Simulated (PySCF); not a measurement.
C₁₂H₉NSe.
SMILES: `c1ccc2[se]c(-n3cccc3)cc2c1`

Computed, not measured: TDDFT PBE0/def2-SVPD, vertical, gas phase, core orbitals frozen in the response in PySCF 2.14.0, density-fitted response routines. Geometry: PBE0-D3(BJ)/def2-SVP, one conformer, isolated molecule. Relativistic effects, spin–orbit coupling among them, are left out although an element past zinc is present. Torsions of this conformer, `[cH:1]1[cH:2][cH:3][c:4]2[se:5][c:6](-[n:7]3[cH:8][cH:9][cH:10][cH:11]3)[cH:12][c:13]2[cH:14]1`: Se5–C6–N7–C8 -144°.

Computed singlets with f of 0.002 or more:

| state | ν̃ (cm⁻¹) | f |
| --- | --- | --- |
| S1 | 35010 | 0.252 |
| S2 | 36000 | 0.104 |
| S3 | 36300 | 0.099 |
| S4 | 36570 | 0.013 |
| S6 | 39740 | 0.057 |
| S7 | 41010 | 0.076 |
| S8 | 43420 | 0.067 |
| S9 | 43850 | 0.233 |
| S10 | 45900 | 0.011 |

Q: Turn these into Einstein A coefficients, radiative lifetimes, transition dipoles and integrated cross-sections.

A: Relations used (vacuum, state to state): A = 0.6670 f ν̃² s⁻¹ (ν̃ in cm⁻¹); τ = 1/A; f = (2/3) ΔE |μ|² in atomic units; ∫σ dE = 109.76 f Mb·eV.

| state | A (s⁻¹) | τ | \|μ\| (D) | ∫σ dE (Mb·eV) |
| --- | --- | --- | --- | --- |
| S1 | 2.1×10⁸ | 4.9 ns | 3.91 | 28 |
| S2 | 9.0×10⁷ | 11 ns | 2.48 | 11 |
| S3 | 8.7×10⁷ | 12 ns | 2.41 | 11 |
| S4 | 1.2×10⁷ | 83 ns | 0.88 | 1.5 |
| S6 | 6.0×10⁷ | 17 ns | 1.75 | 6.3 |
| S7 | 8.5×10⁷ | 12 ns | 1.99 | 8.3 |
| S8 | 8.4×10⁷ | 12 ns | 1.81 | 7.3 |
| S9 | 3.0×10⁸ | 3.3 ns | 3.36 | 26 |
| S10 | 1.6×10⁷ | 62 ns | 0.73 | 1.3 |

Only emission to the ground state at the vertical energy is counted.

Q: Which computed singlets stay under f = 0.002?

A: S5 (4.77 eV, f 0.0019).

Q: Suppose S1 emitted 0.3 eV lower with the same transition dipole. How would A change?

A: At fixed |μ|, A goes as the cube of the energy: (4.04/4.34)³ = 0.81, which makes τ about 6 ns.

Q: By what factor does the largest A in the list exceed the smallest?

A: S9 has 25 times the rate of S4.

Hardware: 2 threads of an AMD EPYC 7B13 (shared host). Cost: 1.9 min wall, 4.2 min CPU, 2.7 GiB resident at most.
